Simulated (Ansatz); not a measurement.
CH$_{7}$ClOSi$_{2}$ (`[SiH3]O[SiH2]CCl`), relaxed with RKS PBE-D4/def2-SVP in Ansatz 0.2.0 from a rough embedded geometry. The force threshold is 0.03 eV/Å; the program also tests the step.

Charge 0, multiplicity 1.

Start:

```xyz
12

Si   -0.812    0.513   -1.878
O     0.201    0.925   -0.706
Si    0.372    0.623    0.892
C     0.568   -1.107    1.437
Cl    1.918   -1.896    0.578
H    -0.246    1.000   -3.242
H    -0.927   -0.958   -1.958
H    -2.108    1.113   -1.694
H    -0.802    1.279    1.603
H     1.554    1.425    1.399
H     0.647   -1.242    2.458
H    -0.366   -1.676    1.110
```

(1) How much energy does the relaxation release, and in how many steps? (An estimate is asked.)

(2) Which bonds change most? (Best estimate.)

(3) Give the relaxed structure. (Estimate.)

Results:

(1) Ansatz gave: 0.57 eV, in 22 steps, 2 of them rejected.

(2) Computed: Si1–O2 from 1.603 to 1.680 Å; C4–H11 from 1.033 to 1.110 Å; Si3–C4 from 1.825 to 1.901 Å; Si1–H8 from 1.440 to 1.502 Å.

(3) Ansatz gave: 
```xyz
12

Si   -0.806    0.424   -1.897
O    -0.732    0.911   -0.290
Si    0.198    0.751    1.084
C     0.596   -1.085    1.371
Cl    1.464   -1.722   -0.088
H     0.540    0.538   -2.558
H    -1.304   -0.991   -1.999
H    -1.782    1.337   -2.583
H    -0.597    1.268    2.250
H     1.491    1.507    0.950
H     1.252   -1.243    2.253
H    -0.320   -1.695    1.508
```
